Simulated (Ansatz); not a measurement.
The first iterations of a band of C₂H₅ClF₂Si (11 atoms, charge 0, multiplicity 1).

Level of theory: Ansatz 0.2.0, RHF/def2-SVP.

```
movable images  : 7
climbing image  : yes
spring          : 5.0 eV/Å²
optimiser       : quadratic models (default)
start path      : IDPP
force threshold : 0.05 eV/Å
iteration limit : 60
end points      : relaxed
```

Image 0:

```xyz
11
Properties=species:S:1:pos:R:3
C 0.829 -1.138 -0.455
C 0.575 0.137 0.324
F 0.752 -0.115 1.670
Si -1.168 0.844 0.134
F -1.421 1.050 -1.439
Cl -1.292 2.681 1.038
H 0.118 -1.919 -0.181
H 1.834 -1.505 -0.245
H 0.743 -0.952 -1.527
H 1.306 0.896 0.038
H -2.211 -0.037 0.664
```

Image 8:

```xyz
11
Properties=species:S:1:pos:R:3
C 0.694 -1.278 -0.269
C 0.449 0.001 0.506
F 0.099 -0.317 1.803
Si -0.949 1.077 -0.175
F -0.609 1.364 -1.718
Cl -1.005 2.879 0.804
H 1.478 -1.862 0.215
H 1.009 -1.049 -1.288
H -0.207 -1.893 -0.314
H 1.368 0.588 0.555
H -2.262 0.434 -0.098
```

| iteration | highest image above the first end (eV) | largest band force component (eV/Å) |
| --- | --- | --- |
| 1 | 0.209 | 1.360 |
| 2 | 0.165 | 0.383 |

Question: Does the band converge within its limit, and where does its top end?

Answer: The forces met the threshold. It ended after 5 iterations with the highest image 0.160 eV above the first end. A vibrational analysis at the climbing image gives one clearly imaginary mode, 257i cm⁻¹: a first-order saddle point.

Run time: 52 s on 2 threads of Arm Neoverse V2, with other jobs on the host, peak memory 0.27 GiB.
